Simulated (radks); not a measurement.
The numbers below are computed, except where a source is named.
Problem. All-electron atom: the krypton ion Kr5+ in [Ar] 3d9.5 4s2 4p1 4d0.5 (fractional occupations, a model configuration). Code: a radial shooting solver on a logarithmic mesh with Libxc functionals. Model: scalar-relativistic Kohn-Sham, PBEsol, spin-polarised, spherical densities, point nucleus; open shells are filled with parallel spins first. Some entries of the table are withheld. Estimate them.

orbital,occ.,eigenvalue (eV),<r> (bohr)
1s up,1,-14235.75,0.04151
1s down,1,-14235.62,0.04151
2s up,1,-1950.070,0.1836
2s down,1,-1949.360,0.1836
2p up,3,-1734.770,0.1601
2p down,3,-1734.172,0.1601
3s up,1,-346.9799,0.5275
3s down,1,-345.9545,0.5276
3p up,3,-278.2719,0.5361
3p down,3,-277.2230,0.5361
3d up,5,-164.5542,0.5424
3d down,4.5,-163.3948,0.5421
4s up,1,(1),1.373
4s down,1,(2),1.370
4p up,1,-73.9058,(3)
4p down,0,-71.4682,(4)
4d up,0.5,-48.1899,1.867
4d down,0,-45.9025,1.892

Solution. 
(1) 4s up eigenvalue (eV): -91.4524
(2) 4s down eigenvalue (eV): -89.0821
(3) 4p up <r> (bohr): 1.509
(4) 4p down <r> (bohr): 1.511
